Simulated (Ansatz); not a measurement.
`[OH][Ga]([F])[Br]` + `[CH3][Al]([SH])[Br]` → `[OH][Ga]([F])[SH]` + `[CH3][Al]([Br])[Br]`  (redistribution)

Computed with Ansatz on PBE0-D4/def2-TZVP structures; ΔE is electronic, products minus reactants. CCSD(T)/CBS adds triple-zeta CCSD(T) − MP2 to the extrapolated MP2 energy (def2 sets, frozen cores). Functionals use def2-TZVPP. For Br, Ga outer-core shells are correlated without core-valence functions, which leaves a few kJ/mol of doubt a bond. Scalar relativity is left out up to krypton. One conformer a species, not always the lowest.

Is it downhill or uphill in electronic energy at CCSD(T)/CBS, and by how much? (Best estimate.)

Ansatz gave: Downhill: ΔE = -20.3 kJ/mol.

What do these levels give: PBE-D4, PBE0-D4, PBE, r2SCAN, HF/CBS(def2), MP2/CBS(def2)? (An estimate is asked.)

Computed: PBE-D4 -16.6, PBE0-D4 -16.8, PBE -16.7, r2SCAN -17.1, HF/CBS(def2) -14.8, MP2/CBS(def2) -21.6 kJ/mol.

Largest T1 diagnostic among the species: 0.014.
